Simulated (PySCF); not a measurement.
CH6O2Si2, SMILES C1[SiH2][Si@H](O1)O. Geometry optimised at PBE-D3(BJ)/def2-SVP. The structure was generated by enumeration; whether it is a known compound was not checked. Other conformers were not sampled.

Computed equilibrium geometry at PBE-D3(BJ)/def2-SVP (PySCF confirms it by a frequency run) as bond lengths and angles (one conformer of several):
Atoms: O1 Si2 O3 C4 Si5 H6 H7 H8 H9 H10 H11. Bonds (Å): O1–Si2 1.675, O1–H6 0.974, Si2–O3 1.710, Si2–Si5 2.353, Si2–H7 1.498, O3–C4 1.452, C4–Si5 1.946, C4–H8 1.112, C4–H9 1.113, Si5–H10 1.507, Si5–H11 1.508. Bond angles (°): Si2–O1–H6 115.0, O1–Si2–O3 114.0, O1–Si2–Si5 123.2, O1–Si2–H7 102.4, O3–Si2–Si5 79.6, O3–Si2–H7 113.2, Si5–Si2–H7 123.0, Si2–O3–C4 107.0, O3–C4–Si5 101.4, O3–C4–H8 110.2, O3–C4–H9 110.1, Si5–C4–H8 113.3, Si5–C4–H9 114.3, H8–C4–H9 107.4, Si2–Si5–C4 71.9, Si2–Si5–H10 121.5, Si2–Si5–H11 119.8, C4–Si5–H10 115.6, C4–Si5–H11 114.6, H10–Si5–H11 108.8.
Charge 0, spin multiplicity 1.
